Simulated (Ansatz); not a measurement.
Two isomers of H8N2OSi2: A = `N[SiH2][SiH](N)O`, B = `N[SiH2]O[SiH2]N`.

Computed with Ansatz on PBE0-D4/def2-TZVP structures; ΔE is electronic, products minus reactants. CCSD(T)/CBS is the MP2 limit (def2-TZVPP, def2-QZVPP) plus CCSD(T) − MP2 in def2-TZVPP, frozen cores. DFT in def2-TZVPP. B3LYP here is the variant with VWN-RPA as its local correlation; programs differ in this. One conformer a species, not always the lowest.

(1) Which is lower in electronic energy at CCSD(T)/CBS, and by how much? (An estimate is asked.)

(2) Give E(B) − E(A) in kJ/mol with B2PLYP, CCSD/def2-TZVPP, PBE0-D4, MP2/def2-TZVPP, B3LYP, ωB97M-V, B3LYP-D4. (An estimate is asked.)

Largest T1 diagnostic: 0.011.

## Answers

(1) The calculation gave: B, by 138.3 kJ/mol.

(2) Ansatz gave: B2PLYP -143.6, CCSD/def2-TZVPP -143.6, PBE0-D4 -120.3, MP2/def2-TZVPP -146.0, B3LYP -139.4, ωB97M-V -139.9, B3LYP-D4 -135.5. None reverses the order clearly.

The D4 term adds +3.9 kJ/mol with B3LYP and +2.1 kJ/mol with PBE0; it sums over pairs of atoms, weighted by their polarisabilities, and B3LYP, whose exchange is more repulsive, gets the larger term. In def2-TZVPP, CCSD(T) changes the Hartree–Fock value by +28.1 kJ/mol (the triples alone add +3.8 kJ/mol) and MP2 by +21.8 kJ/mol.
